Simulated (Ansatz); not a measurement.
```yaml
atoms:
  - { symbol: Fe, position_ang: [0.0000, 0.0000, 0.0000] }
  - { symbol: O, position_ang: [0.0000, 0.0000, 1.6100] }
```

Basis set: pcseg-2 (spherical functions). Charge 0, multiplicity 5.

Computed with Ansatz (development build ahead of 0.2.0); each method stands on the lowest determinant of its kind that the runs found.

The atomization energy at this shape (free ground-state atoms in the same class of orbitals less the molecule, no zero-point energy) of quintet FeO:

```
              method  atomization energy
ωB97X (unrestricted)             4.02 eV
```

(1) What does UHF give?

## Answers

(1) 0.59 eV. Caution for UHF: the unrestricted determinant is spin contaminated.

The shape needn't be a minimum at these levels.
